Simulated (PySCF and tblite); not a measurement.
Values are calculated unless marked as measured or tabulated.
Stationary points of C₄H₃NO₂ at GFN2-xTB, in Å:

Structure A

```
 1 N     0.573    2.485    0.557
 2 C     0.202    1.424    0.323
 3 C    -0.198    0.106    0.017
 4 C    -1.595   -0.289    0.229
 5 O    -2.030   -1.387   -0.002
 6 C     0.698   -0.791   -0.470
 7 O     1.976   -0.587   -0.713
 8 H    -2.233    0.520    0.626
 9 H     0.367   -1.798   -0.698
10 H     2.249    0.321   -0.501
```

Structure B

```
 1 N     0.853    2.041    1.330
 2 C     0.348    1.167    0.787
 3 C    -0.193    0.073    0.071
 4 C    -1.596   -0.306    0.271
 5 O    -2.374    0.228    1.013
 6 C     0.601   -0.607   -0.792
 7 O     1.871   -0.361   -1.053
 8 H    -1.887   -1.174   -0.356
 9 H     0.217   -1.449   -1.355
10 H     2.207    0.396   -0.544
```

Structure C

```
 1 N     0.637    2.276    1.064
 2 C     0.251    1.283    0.638
 3 C    -0.178    0.062    0.083
 4 C    -1.617   -0.288    0.313
 5 O    -2.035   -0.836    1.287
 6 C     0.673   -0.729   -0.594
 7 O     1.960   -0.484   -0.830
 8 H    -2.285    0.033   -0.512
 9 H     0.351   -1.671   -1.016
10 H     2.243    0.355   -0.433
```

The path came from a restrained scan, a climbing-image band and a saddle search at GFN2-xTB; energies are PBE/pcSseg-1 + D3(BJ)//GFN2-xTB, thermal terms GFN2-xTB.

Task: Which structure is a saddle point, and along which motion?

Result: C: one imaginary mode (163i cm⁻¹ at GFN2-xTB, mostly on O5, H8, C4), along the rotation about the C4–C3 bond (torsion O5–C4–C3–C2 from 180° to 360°, rising).

Task: Give their symmetry and energies above the lowest.

Result: A Cs, 0.0 kcal/mol; B Cs, 0.8 kcal/mol; C C1, 12.6 kcal/mol.
